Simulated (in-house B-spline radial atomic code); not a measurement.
**BP86 excitations of W⁶⁺**

Method: BP86. Computed with an all-electron radial atomic-structure program (B-spline basis): linear response of the closed shell [Xe] 4f14 with the functional's adiabatic kernel; scalar-relativistic (spin-free one-electron X2C), finite nucleus, no spin-orbit coupling, no double excitations, S, P, D and F terms only; shells from n = 3 respond. Only terms of natural parity with L up to 3 were computed.

Spin-orbit coupling is strong here, so these LS terms don't match observed levels.

Command:
```bash
python run_td.py task.json out
```
Settings (radii: box in bohr, nucleus in fm):
```
Z                        74
electrons                68
configuration            [Xe] 4f14
hamiltonian              x2c
method                   b88,p86
box_radius               14.35
rms_radius               5.3658
intervals                69
```

Cost of the run: 2.9 s on 1 thread of Intel(R) Xeon(R) Platinum 8559C (Emerald Rapids), on a shared host.

The lowest states, in the order of their Tamm-Dancoff energies; the method's threshold (minus the highest occupied level) is 109.22 eV. Labels give the largest channel, * marks a mixed state, and oscillator strengths are full-response dipole values. Semilocal kernels can invert the small singlet-triplet splittings of Rydberg terms. Energies in eV:

```json
{"state": "4f → 5d 3P", "full response": "37.49", "Tamm-Dancoff": "37.52", "oscillator strength": "-"}
{"state": "4f → 5d 3F", "full response": "37.87", "Tamm-Dancoff": "37.89", "oscillator strength": "-"}
{"state": "4f → 5d 1F", "full response": "38.59", "Tamm-Dancoff": "38.60", "oscillator strength": "-"}
{"state": "4f → 5d 1P", "full response": "39.98", "Tamm-Dancoff": "40.17", "oscillator strength": "0.0612"}
{"state": "5p → 5d 3P", "full response": "43.47", "Tamm-Dancoff": "43.53", "oscillator strength": "-"}
{"state": "5p → 5d 3F", "full response": "?", "Tamm-Dancoff": "?", "oscillator strength": "-"}
{"state": "5p → 5d 1F", "full response": "46.14", "Tamm-Dancoff": "46.18", "oscillator strength": "-"}
{"state": "4f → 6s 3F", "full response": "49.83", "Tamm-Dancoff": "49.83", "oscillator strength": "-"}
{"state": "4f → 6s 1F", "full response": "?", "Tamm-Dancoff": "?", "oscillator strength": "-"}
{"state": "5p → 5d 1P", "full response": "54.21", "Tamm-Dancoff": "55.91", "oscillator strength": "4.99"}
```

Question: Where does 5p → 5d 3F lie?

Answer: At 43.81 eV in full response, 43.88 eV in Tamm-Dancoff.

Question: Where does 4f → 6s 1F lie?

Answer: At 50.02 eV in full response, 50.02 eV in Tamm-Dancoff.

Question: How large is the singlet-triplet splitting of 4f → 5d (F terms) in Tamm-Dancoff?

Answer: 0.712 eV, from the unrounded values.

Question: What polarisabilities and dispersion coefficient does the method give?

Answer: Dipole 2.041 bohr³, quadrupole 2.584 bohr⁵, C6 7.736 hartree·bohr⁶ for two such species.
